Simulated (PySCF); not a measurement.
A species of formula C3H7NSSi has this rotational fingerprint, computed with PySCF 2.14.0, PBE0-D3(BJ)/def2-SVP geometry optimisation, gas phase:

| Item | Value |
| --- | --- |
| Rotational constants | A = 3409, B = 1363, C = 1144 MHz |
| Dipole components | \|μa\| = 1.98 D, \|μb\| = 1.14 D, \|μc\| = 1.30 D |
| Inertial defect | -77.18 u·Å² |
| κ | -0.81 |

**Question.** Which structure is it? (One computed conformer of each.)
A. `CN1[SiH2]CC1=S`
B. `[CH2:1]=[CH:2]/[CH:3]=[N:4]\[SiH2:5][SH:6]` with C1–C2–C3–N4 179°, C3–N4–Si5–S6 119°, N4–Si5–S6–H 50°
C. `[CH2:1]=[N:2]/[CH:3]=[CH:4]\[S:5][SiH3:6]` with C1–N2–C3–C4 180°, C3–C4–S5–Si6 -1°
D. `[CH3:1][S:2][Si@H:3]([CH3:4])[C:5]#[N:6]` with C1–S2–Si3–C4 176°
E. `[N:1]#[C:2][CH2:3][S:4][CH2:5][SiH3:6]` with C2–C3–S4–C5 60°, C3–S4–C5–Si6 75°

**Answer.** E. It is N#CCSC[SiH3], an asymmetric top, point group C1. The candidates at the same level (rigid rotor, commonest isotopes):

```
         SMILES  A (MHz)  B (MHz)  C (MHz)  μa (D)  μb (D)  μc (D)  Δ (u·Å²)  point group                        rotor
 CS[Si@H](C)C#N     2617     1872     1206    1.46    2.18    1.27    -43.83           C1               asymmetric top
   N#CCSC[SiH3]     3409     1363     1144    1.98    1.14    1.30    -77.18           C1               asymmetric top
C=N/C=C\S[SiH3]     3303     2020     1273    3.30    1.00    0.00     -6.34           Cs               asymmetric top
C=C/C=N\[SiH2]S     6622    891.5    884.6    2.82    0.05    0.08    -71.93           C1  near-prolate asymmetric top
 CN1[SiH2]CC1=S     3888     1872     1304    3.90    0.58    0.01    -12.42      near Cs               asymmetric top
```

`CS[Si@H](C)C#N` has B 37 % too high; `C=C/C=N\[SiH2]S` has A 94 % too high; `CN1[SiH2]CC1=S` has B 37 % too high; `C=N/C=C\S[SiH3]` has B 48 % too high. No structure here is proved a minimum.
